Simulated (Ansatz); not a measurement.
`[SiH3]CN1[SiH2]P1` → `[CH2]` (triplet) + `[SiH3]N1[SiH2]P1` at 298.15 K and 1 bar (formal loss of a carbene).

Program: Ansatz. Geometries: PBE0-D4/def2-TZVP. ΔE: electronic, gas phase. CCSD(T)/CBS is the MP2 limit (def2-TZVPP, def2-QZVPP) plus CCSD(T) − MP2 in def2-TZVPP, frozen cores. This one scheme is used for every species. Triplets are unrestricted, without spin–orbit coupling. Each species was taken in one conformer, which may not be the lowest.

```tsv
species	CCSD(T)/CBS energy (Eh)	H − E (kJ/mol)	S (J/(mol·K))
`[SiH3]CN1[SiH2]P1`	-1016.62887	245.3	372.8
`[CH2]` (triplet)	-39.09499	55.4	195.3
`[SiH3]N1[SiH2]P1`	-977.41004	170.6	345.3
```

H − E and S are ideal-gas, rigid-rotor, harmonic terms from PBE0-D4/def2-TZVP, for one conformer and one mirror image of each species, with the whole ground term of open shells counted as degenerate. 1 Eh = 2625.50 kJ/mol, R = 8.31446 J/(mol·K).

Task: By hand: ΔE, ΔH, ΔS and ΔG.

Result: ΔE = (-39.09499) + (-977.41004) − (-1016.62887) = 0.12384 Eh = 325.1 kJ/mol. Δ(H − E) = 55.4 + 170.6 − 245.3 = -19.3, so ΔH = 305.8 kJ/mol. ΔS = 195.3 + 345.3 − 372.8 = 167.8 J/(mol·K). ΔG = 305.8 − 298.15 × (167.8)/1000 = 255.8 kJ/mol.

Task: By hand: the equilibrium constant, and the temperature at which ΔG would vanish if ΔH and ΔS stayed fixed.

Result: log₁₀ K = −ΔG/(RT ln 10) = -44.8. ΔG = 0 at ΔH/ΔS = 1822 K.

The number of gas molecules changes by +1, which sets the sign of ΔS. A doubt of 5 kJ/mol in ΔE shifts log₁₀ K by 0.9 here. Other conformers and mirror images would add mixing entropy, several J/(mol·K) or more a flexible species. A triplet takes part, so the spin changes. These are equilibria of isolated gas molecules and say nothing of rates. Largest T1 diagnostic: 0.014 (customary marks: 0.02 for closed shells, 0.045 for open ones).
